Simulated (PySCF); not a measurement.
**How methods differ on the ionisation energy of La⁴³⁺**

La⁴³⁺ [Ne] 3s2 3p2 (3P) → La⁴⁴⁺ [Ne] 3s2 3p1 (2P), as a difference of total energies. Computed with PySCF 2.14 in an uncontracted even-tempered set (18 s from 8.4 bohr⁻², ratio 2.5; 12 p from 11 bohr⁻², ratio 2.5; 4 d from 44 bohr⁻², ratio 2.7; 4 f from 66 bohr⁻², ratio 2.7), with scalar relativity by spin-free X2C-1e. Correlated levels: outer shells: 1s2 frozen; virtual orbitals above 40 to 60 times the deepest correlated orbital energy dropped. The calculations carry no spin-orbit coupling.

```csv
method,ionisation energy (eV)
UHF,3355.7
LDA,3356.9
PBE,3357.6
PBE0,3357.4
r2SCAN,3357.9
BP86,3358.0
TPSSh,3357.6
MP2 (outer shells),3356.2
SCS-MP2 (outer shells),3356.0
```

Spin-orbit coupling is strong in these open shells (close to jj coupling). The scalar numbers leave it out and a first-order estimate fails, so it can dominate the gap to the real levels.

Breit and QED terms and the two-electron picture change are absent.

For comparison: 3416 ± 4 eV (theoretical estimate listed by NIST; NIST Atomic Spectra Database, ionization energies).
